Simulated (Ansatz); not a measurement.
A nudged elastic band was laid between two geometries of CH₆OSSi (10 atoms, charge 0, multiplicity 1).

Theory: Ansatz 0.2.0, RKS PBE-D4/6-31G*.

| Item | Value |
| --- | --- |
| movable images | 7 |
| climbing image | yes |
| spring | 5.0 eV/Å² |
| optimiser | quadratic models (default) |
| start path | through a guess of the saddle point |
| force threshold | 0.05 eV/Å |
| iteration limit | 53 |
| end points | relaxed |

First end point:

```xyz
10
Properties=species:S:1:pos:R:3
O -0.688 0.741 -1.197
C -0.589 0.709 0.235
Si 0.292 -0.933 0.655
S 2.128 -0.985 -0.478
H -1.032 1.621 -1.449
H 0.006 1.557 0.635
H -1.586 0.741 0.725
H -0.620 -2.080 0.330
H 0.656 -0.995 2.108
H 1.516 -0.426 -1.560
```

Last end point:

```xyz
10
Properties=species:S:1:pos:R:3
O -1.859 0.703 -0.073
C -0.433 0.816 -0.121
Si 0.240 -0.892 0.401
S 2.406 -0.945 0.306
H -2.232 1.586 -0.272
H -0.056 1.077 -1.135
H -0.034 1.584 0.576
H -0.366 -1.952 -0.469
H -0.071 -1.165 1.838
H 2.488 -0.862 -1.050
```

(1) Which bonds break or form, and what moves?

(2) Give the energies along the band, and the barrier.

(3) What is the geometry of the highest image?

(4) What are the harmonic wavenumbers there?

Results:

(1) No bond is made or broken. The dihedral H7–C2–Si3–S4 goes from 175 to -61°.

(2) It converged. The highest image is number 5 of 0 to 8, 10.8 kJ/mol above the first end and 6.3 kJ/mol above the last; the last end lies 4.5 kJ/mol above the first. A vibrational analysis at the climbing image gives one clearly imaginary mode, 84i cm⁻¹: a first-order saddle point.

| image | path coordinate (Å) | energy (kJ/mol) | dihedral H7–C2–Si3–S4 (°) |
| --- | --- | --- | --- |
| 0 | 0.00 | 0.0 | 175 |
| 1 | 0.52 | 0.9 | -173 |
| 2 | 1.04 | 3.4 | -159 |
| 3 | 1.55 | 6.8 | -144 |
| 4 | 2.07 | 9.7 | -129 |
| 5 | 2.59 | 10.8 | -114 |
| 6 | 3.20 | 9.0 | -96 |
| 7 | 3.81 | 6.0 | -79 |
| 8 | 4.42 | 4.5 | -61 |

(3) 
```xyz
10
Properties=species:S:1:pos:R:3
O -1.578 0.628 -0.798
C -0.481 0.843 0.099
Si 0.264 -0.882 0.498
S 2.384 -0.993 0.052
H -1.977 1.504 -0.979
H 0.310 1.489 -0.337
H -0.799 1.325 1.050
H -0.505 -1.923 -0.255
H 0.220 -1.166 1.969
H 2.246 -0.876 -1.297
```

(4) 84i, 158, 207, 264, 291, 450, 504, 618, 673, 753, 817, 865, 893, 1028, 1173, 1185, 1353, 1479, 2189, 2206, 2613, 2906, 2941, 3608 cm⁻¹.

The run took 2.4 min on 1 thread of Arm Neoverse V2 (shared host), peak memory 0.12 GiB.
